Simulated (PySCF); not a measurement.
## C8H8Cl: g tensor and hyperfine couplings

Compound: C8H8Cl (doublet state).
Geometry (GFN2-xTB, Å), atoms numbered from 1 in this order:
```
atom  x, y, z in Å
Cl1    5.616    0.589   -0.135
C2     3.955    0.543    0.284
C3     3.021    0.011   -0.538
C4     1.684   -0.034   -0.227
C5     0.476   -0.084    0.024
C6    -0.830   -0.134    0.289
C7    -2.019   -0.638   -0.474
C8    -2.916   -0.149    0.679
C9    -1.666    0.318    1.448
H10    3.721    0.968    1.246
H11    3.319   -0.404   -1.494
H12   -2.023   -1.717   -0.636
H13   -2.182   -0.150   -1.436
H14   -3.486   -0.932    1.173
H15   -3.590    0.658    0.401
H16   -1.616    1.387    1.658
H17   -1.470   -0.219    2.378
```

The hyperfine couplings belong to this conformer and change with its torsions.

The species is `Cl/C=C/C#C[C]1CCC1` [radical].

Theory: UKS B3LYP, pcH-1 on C Cl H, non-relativistic, mean-field spin-orbit, GIAO in PySCF. Geometry: GFN2-xTB; no solvent, vibrations or thermal averaging. The geometry wasn't refined by DFT: couplings that depend on bond lengths, twists or pyramidal angles can differ widely from those at the functional's own minimum. The SCF solution wasn't tested for stability. ⟨S²⟩ is 0.789 where a pure state has 0.75.

| Item | Value |
| --- | --- |
| g1, g2, g3 | 2.00191, 2.00494, 2.00553 |
| g_iso | 2.00413 |
| Form of g | rhombic: the two nearest values differ by 16 % of g3 − g1 |
| ⟨S²⟩ | 0.7891 (exact 0.7500) |
| α and β electrons | 37, 36 |
| HOMO–LUMO gap, α and β orbitals | 4.29, 4.39 eV |
| Basis functions | 315 |

Isotropic coupling and dipolar principal values T1 to T3, in MHz; ρ(0) is the spin density at the nucleus:

| atom | isotope | a_iso | of which spin–orbit | T1 | T2 | T3 | Mulliken spin population | ρ(0) (bohr⁻³) |
| --- | --- | --- | --- | --- | --- | --- | --- | --- |
| Cl1 | 35Cl | 2.6 | -0.1 | -14.2 | -9.1 | 23.3 | 0.04 | 0.0061 |
| C2 | 13C | 46.9 | 0.2 | -34.8 | -33.5 | 68.2 | 0.39 | 0.0415 |
| C3 | 13C | -36.5 | 0.0 | -24.8 | 10.5 | 14.2 | -0.20 | -0.0325 |
| C4 | 13C | 41.9 | -0.1 | -37.5 | -25.8 | 63.3 | 0.43 | 0.0374 |
| C5 | 13C | -53.3 | 0.0 | -22.1 | 0.9 | 21.2 | -0.22 | -0.0474 |
| C6 | 13C | 56.4 | -0.1 | -48.1 | -46.1 | 94.2 | 0.56 | 0.0502 |
| C7 | 13C | -22.7 | 0.0 | -1.5 | 0.7 | 0.8 | -0.06 | -0.0202 |
| C8 | 13C | 3.1 | 0.0 | -0.9 | -0.6 | 1.5 | 0.01 | 0.0027 |
| C9 | 13C | -22.7 | 0.0 | -1.5 | 0.6 | 0.8 | -0.06 | -0.0202 |
| H10 | 1H | -27.6 | 0.1 | -13.5 | -1.7 | 15.2 | -0.02 | -0.0062 |
| H11 | 1H | 14.3 | 0.0 | -3.5 | -2.4 | 5.9 | 0.01 | 0.0032 |
| H12 | 1H | 66.1 | 0.0 | -2.5 | -2.1 | 4.6 | 0.03 | 0.0148 |
| H13 | 1H | 62.1 | 0.0 | -2.5 | -2.0 | 4.5 | 0.03 | 0.0139 |
| H14 | 1H | -2.4 | 0.0 | -1.4 | -1.3 | 2.7 | 0.00 | -0.0005 |
| H15 | 1H | -2.4 | 0.0 | -1.5 | -1.4 | 2.9 | 0.00 | -0.0005 |
| H16 | 1H | 62.1 | 0.0 | -2.5 | -1.9 | 4.4 | 0.03 | 0.0139 |
| H17 | 1H | 66.3 | 0.0 | -2.5 | -2.0 | 4.5 | 0.03 | 0.0148 |

Largest spin populations (Mulliken): C6 (+0.56), C4 (+0.43), C2 (+0.39) and C5 (-0.22). Three atoms exceed +0.15. The angles at C6 add up to 360.0°, so it is planar.

C6, the radical centre as drawn in `Cl/C=C/C#C[C]1CCC1`, holds a spin population of +0.56 out of 1.

Axes: g3 points within 6° of the C2–C3 bond.

Under fast tumbling the dipolar parts average out, and these isotropic splittings remain: 2 × 1H (H16/H17, I = 1/2, 3 lines) with 2.29 mT, 2 × 1H (H12/H13, I = 1/2, 3 lines) with 2.29 mT, 1 × 1H (H10, I = 1/2, 2 lines) with 0.99 mT, 1 × 1H (H11, I = 1/2, 2 lines) with 0.51 mT, 1 × 35Cl (Cl1, I = 3/2, 4 lines) with 0.09 mT and 2 × 1H (H14/H15, I = 1/2, 3 lines) with 0.09 mT.

Means are taken over nuclei equivalent by connectivity, which assumes that they swap fast. C7 and C9, with what hangs on them, aren't averaged: C6 is flat or nearly so (angle sum 360°), and its turn about the short C6–C5 bond (1.33 Å) is taken as slow.

Main isotope only: 35Cl (natural samples also hold 24 % 37Cl, magnetic too, which adds its own pattern).

The 13C coupling of C6 (56.4 MHz) shows only in satellite lines or after enrichment, since that isotope makes up about 1.07 % of natural carbon.
